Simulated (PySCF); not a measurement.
```xyz
5
charge 0 multiplicity 4, angstrom
Ta    0.0000    0.0000    0.0000
O     1.8903    0.0000    0.0000
O    -1.8903    0.0000    0.0000
H     2.8416    0.0000    0.0000
H    -2.8416    0.0000    0.0000
```

Computed with PySCF, UPBE0, basis Ta def2-TZVP with ECP60, O def2-TZVP, H def2-TZVP (scalar-relativistic core potentials, no spin–orbit coupling, density fitting).

This geometry of Ta(OH)₂ is a stationary point at this level.

(1) What is the point group?

(2) Is it a minimum?

(3) Which band is strongest in the infrared?

(4) What is the atomisation energy, with and without zero-point energy?

## Answers

(1) D∞h.

(2) Yes: all harmonic wavenumbers are real.

(3) 4023 cm⁻¹ (σu+), 476 km/mol.

(4) 1914 kJ/mol without, 1847 kJ/mol with.

This need not be the most stable arrangement of these atoms. Other spin states or occupations of the open shell can lie lower. Spin–orbit coupling, left out here, can matter for elements this heavy.
